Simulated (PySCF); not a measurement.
# ICl₄, doublet: data card

These are results of UB3LYP/[I def2-SVP with ECP28, Cl def2-SVP], scalar-relativistic core potentials, density fitting, no spin–orbit coupling, PySCF, not measurements.

The structure is a minimum.

Z-matrix (Å, degrees; charge 0 multiplicity 2):
```
I
Cl 1 2.4900
Cl 1 2.4900 2 166.99
Cl 1 2.4900 2 89.26 3 -83.54
Cl 1 2.4900 2 89.26 3 83.54
```

* Point group: C4v
* Bond lengths: I–Cl 2.490 Å (×4)
* Bond angles: Cl–I–Cl 89.3° (×4), Cl–I–Cl 167.0° (×2)
* Entropy at 298.15 K and 1 bar (electronic part: spin only): 398.2 J/(mol K)
* Highest occupied level (α): -8.31 eV
* Enthalpy at 298.15 K above 0 K: 24.12 kJ/mol
* Rotational constants: 0.0389, 0.0389, 0.01969 cm⁻¹
* Zero-point energy: 9.9 kJ/mol
* Principal polarisabilities: 33.9, 132.0, 132.0 bohr³
* Heat capacity Cp at 298.15 K: 102.4 J/(mol K)
* Rotational symmetry number: 4
* Spin squared ⟨S²⟩: 0.757
* Lowest empty level (β): -6.59 eV
* Atomisation energy without zero-point energy: 500 kJ/mol
* Dipole moment: 0.88 D
* Principal quadrupole moments (Buckingham, traceless) about the centre of mass: -3.56, -3.56, 7.12 D Å

Harmonic modes (masses in u: I 126.904, Cl 34.969):
| symmetry | ω (cm⁻¹) | IR (km/mol, summed over degenerate members) | μ (u) | type |
| --- | --- | --- | --- | --- |
| b1 | 49 | 0.0 | 34.97 | bend |
| e | 112 | 1.7 | 38.90 | bend |
| a1 | 113 | 5.7 | 54.73 | bend |
| b2 | 131 | 0.0 | 34.97 | bend |
| b1 | 260 | 0.0 | 34.97 | stretch |
| a1 | 284 | 0.4 | 35.64 | stretch |
| e | 295 | 164 | 48.18 | stretch |

In C4v the vibrations span 2b1 + 2e + 2a1 + b2. The b1, b2 modes carry no infrared intensity, as symmetry demands.

Charges (e):
```csv
atom,Mulliken,Löwdin,polar tensor,spin (Mulliken),Mayer order to I1
I1,0.95,0.74,1.64,0.29,–
"Cl2,3,4,5",-0.24,-0.18,-0.41,0.18,0.75
```

Mulliken populations on I1 (electrons outside its core potential): s 3.98, p 9.76, d 10.31.

Other isomers or separated fragments may lie lower. Spin–orbit coupling, left out here, can matter for elements this heavy.

The final relaxation and frequency run took roughly 2.7 core-minutes on a shared host.
